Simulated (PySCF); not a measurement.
# Zr⁺: ionisation energy

Zr⁺ [Kr] 4d2 5s1 (4F) → Zr²⁺ [Kr] 4d2 (3F), as a difference of total energies. All numbers are calculated (PySCF 2.14, scalar relativity by spin-free X2C-1e, in x2c-TZVPPall with one added diffuse shell each of s, p, d, f type (9s7p7d3f1g, 95 functions)). Correlated levels: valence: [Kr] frozen; valence and next inner shell: [Ar] 3d10 frozen. The calculations carry no spin-orbit coupling.

| method | ionisation energy (eV) |
| --- | --- |
| UHF | 12.284 |
| LDA | 13.630 |
| PBE | 13.386 |
| PBE0 | 13.171 |
| r2SCAN | 13.251 |
| BHandHLYP | 12.919 |
| CAM-B3LYP | 13.146 |
| wB97X | 12.544 |
| r2SCAN0 | 13.131 |
| MP2 (valence) | 12.504 |
| SCS-MP2 (valence) | 12.357 |
| MP2 (valence and next inner shell) | 12.989 |
| SCS-MP2 (valence and next inner shell) | 12.773 |

Question: How much does correlation contribute at MP2 (valence and next inner shell)?

Answer: 12.989 − (12.284) = 0.705 eV, measured against UHF.

A first-order spin-orbit estimate (lowest level to lowest level, LS coupling) adds -0.010 eV.

Errors of the correlated levels include the incompleteness of this basis and the frozen core.

For comparison: 13.13 eV (measured; NIST Atomic Spectra Database, ionization energies).
